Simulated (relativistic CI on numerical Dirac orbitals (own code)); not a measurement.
Computed by Dirac-Coulomb-Breit CI, orbitals from a KLI potential per configuration, model QED (radiative potential, 1s self-energy scaled to tabulated hydrogen-like ionisation energies), valence Slater integrals scaled by 0.85, P86 correlation energy added to each configuration (own radial code, finite nucleus).

CI space (outside the closed core [Ne]): 3s²3p⁵, 3s3p⁶, 3s²3p⁴3d, 3s3p⁵3d, 3s²3p⁴4s, 3s²3p⁴4p, 3s²3p⁴4d, 3p⁶3d, 3s²3p⁴5s, 3s²3p⁴4f, 3s3p⁴3d², 3s²3p⁴5p, 3s²3p⁴5d, 3s3p⁵4s, 3s²3p⁴6s, 3s²3p⁴5f, 3s²3p⁴5g, 3s²3p⁴6p, 3s²3p⁴6d, 3s3p⁵4p, 3s3p⁵4d, 3s3p⁵5s, 3s²3p³3d4p, 3s3p⁵4f, 3s3p⁵5p, 3s3p⁵5d, 3s3p⁵6s, 3s3p⁵5f, 3s3p⁵5g, 3s3p⁵6p, 3s3p⁵6d, 3s²3p³3d², 3s²3p²3d³, 3s3p³3d³, 3s²3p²3d²4s, 3s²3p²3d²4p, 3s²3p²3d²4d, 3p⁵3d², 3p⁴3d³, 3p⁴3d²4s, 3p⁴3d²4p, 3p⁴3d²4d, 3s²3p³3d4s, 3s3p³3d²4s, 3s²3p²3d4s², 3s²3p²3d4s4p, 3s²3p²3d4s4d, 3s²3p³4s², 3s3p³3d4s², 3s²3p²4s²4p, 3s²3p²4s²4d. Double excitations out of closed p, d and f shells are left out; levels of such configurations are missing from the list, as are those of other unlisted configurations, and high levels can miss mixing partners. These lack a partner that the ground configuration has and come out too high: 3s²3p⁴5s, 3s²3p⁴4f, 3s²3p⁴5p, 3s²3p⁴5d, 3s²3p⁴6s.

At this charge configurations can still be misplaced by up to about 7 % of their energy. 13 of the 13 excited levels that our extract of the measured tables holds in this range could be paired (the sources list more); they are missed by 8956 cm⁻¹ on average and 28716 at most, and levels without a partner can miss by more.

Outline of the computed level scheme of Sc V. Lowest level of each configuration: 3s²3p⁵ ²P°3/2 at 0.0000 eV; 3s3p⁶ ²S1/2 at 22.6397 eV; 3s²3p⁴3d ⁴D7/2 at 29.7450 eV; 3s²3p⁴4s ⁴P5/2 at 49.2486 eV; 3s3p⁵3d ⁴P°1/2 at 51.8588 eV.

Some strong electric-dipole decays among the lowest 45 levels: 3s²3p⁴3d ²D5/2 → 3s²3p⁵ ²P°3/2 (1.1e+11 s⁻¹); 3s²3p⁴3d ²D3/2 → 3s²3p⁵ ²P°1/2 (1.0e+11 s⁻¹); 3s²3p⁴3d ²P3/2 → 3s²3p⁵ ²P°3/2 (8.9e+10 s⁻¹); 3s²3p⁴3d ²S1/2 → 3s²3p⁵ ²P°3/2 (6.9e+10 s⁻¹); 3s²3p⁴3d ²P1/2 → 3s²3p⁵ ²P°1/2 (6.6e+10 s⁻¹); 3s²3p⁴3d ²P1/2 → 3s²3p⁵ ²P°3/2 (2.6e+10 s⁻¹); 3s²3p⁴3d ²S1/2 → 3s²3p⁵ ²P°1/2 (2.6e+10 s⁻¹); 3s²3p⁴4s ²P3/2 → 3s²3p⁵ ²P°3/2 (1.6e+10 s⁻¹).
